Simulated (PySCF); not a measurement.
# Worked example: chemical shift, span and skew from a shielding tensor

C₂HBN₂O₂, SMILES O=C=NBN=C=O. Atoms are numbered in the order given.

```xyz
8

B      0.0000     0.0000    -0.8089
H      0.0000     0.0000    -2.0125
N      0.0000     1.2243    -0.0873
C      0.0000     2.4132     0.1110
O      0.0000     3.5551     0.3717
N      0.0000    -1.2243    -0.0873
C      0.0000    -2.4132     0.1110
O      0.0000    -3.5551     0.3717
```
Charge 0, spin multiplicity 1.

The structure is a stationary point at TPSSh-D3(BJ)/def2-SVP. This is a generated structure with no PubChem entry under its InChIKey; it may be hypothetical. Other conformers were not sampled.

GIAO shieldings from PBE/pcSseg-1 (PySCF), non-relativistic, no solvent. The symmetric part of the tensor of C4 has the principal values -45.6, -45.0, 242.5 ppm. The same nucleus in TMS has σ = 182.0 ppm at this level (PySCF, at its B3LYP-D3(BJ)/def2-TZVP geometry).

Q: Work out the isotropic shielding, the ¹³C shift against TMS, the span and the skew.

A: 
σ(iso) = (σ11 + σ22 + σ33)/3 = 50.6 ppm. δ = σ(ref) − σ(iso) = 182.0 − (50.6) = 131.4 ppm.
Span Ω = σ33 − σ11 = 288.1 ppm. Skew κ = 3(σ(iso) − σ22)/Ω = 1.00, an axial tensor. Tumbling in solution averages the tensor to δ; in a static solid the shielding alone would spread this spin-1/2 line over Ω.
